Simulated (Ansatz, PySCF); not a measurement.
SiBrCl₂, SMILES Cl[Si](Br)Cl, multiplicity 2. Atoms are numbered in the order given.

```xyz
4

Si    -0.5102     0.5758     0.0000
Br     1.6385    -0.0649     0.0000
Cl    -1.4594    -0.1707     1.6883
Cl    -1.4594    -0.1707    -1.6883
```
Charge 0, spin multiplicity 2.

Geometry optimised at B3LYP-D3(BJ)/def2-SVP.

Two levels are set side by side: PBE-D3(BJ)/def2-SVP (Ansatz, a quantum-chemistry and plane-wave program) and B3LYP-D3(BJ)/def2-SVP (Ansatz). Each level has its own optimised geometry; the coordinates shown are those of the second. Frequencies come from the Hessian of PySCF at each geometry. Differences are taken from unrounded values.

```
quantity                            B3LYP-D3(BJ)  PBE-D3(BJ)  PBE-D3(BJ) minus B3LYP-D3(BJ)
----------------------------------  ------------  ----------  -----------------------------
mean bond length (Å)                       2.131       2.135                          0.004
bond Si1–Br2 (Å)                           2.242       2.244                          0.002
bond Si1–Cl3 (Å)                           2.076       2.081                          0.005
bond Si1–Cl4 (Å)                           2.076       2.081                          0.005
highest harmonic wavenumber (cm⁻¹)           572         566                             -6
mean harmonic wavenumber (cm⁻¹)              329         323                             -6
zero-point energy (kcal/mol)                2.82        2.77                          -0.05
```

Here PBE gives about what the other level gives.
